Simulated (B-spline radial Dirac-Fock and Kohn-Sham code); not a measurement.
**Cu³⁺ 2s: cross section and angular parameters**

System: Cu³⁺ in the configuration [Ar] 3d8; threshold 1137.9 eV (orbital energy of the model). These are calculated numbers from a radial atomic solver; the model is Dirac-Hartree-Slater photoionisation with a Latter tail; cross sections with all multipoles, angular parameters from the dipole term and its interference with E2.

For linearly polarised light dσ/dΩ = σ/(4π) [1 + β P₂(cos θ) + (δ + γ cos²θ) sin θ cos φ], with θ from the polarisation vector and φ the angle between the beam and the projection of the electron momentum on the plane normal to the polarisation.

```csv
hν (eV),σ (kb),β,γ
1486.9,74.9,1.999,0.148
1520,72.3,1.999,0.117
1760,56.7,1.999,-0.016
2000,45.5,1.999,-0.061
2160,39.6,1.999,-0.064
2230,37.4,1.999,-0.061
2470,30.9,1.999,-0.039
2510,30.0,1.999,-0.033
2984.4,21.5,1.999,0.049
4520,9.12,1.999,0.385
6000,?,?,?
6390,4.22,1.999,0.770
```

Question: Give the values at 6000 eV.

Answer: σ = 4.87 kb, β = 1.999, γ = 0.695. For an s subshell δ is negligible.
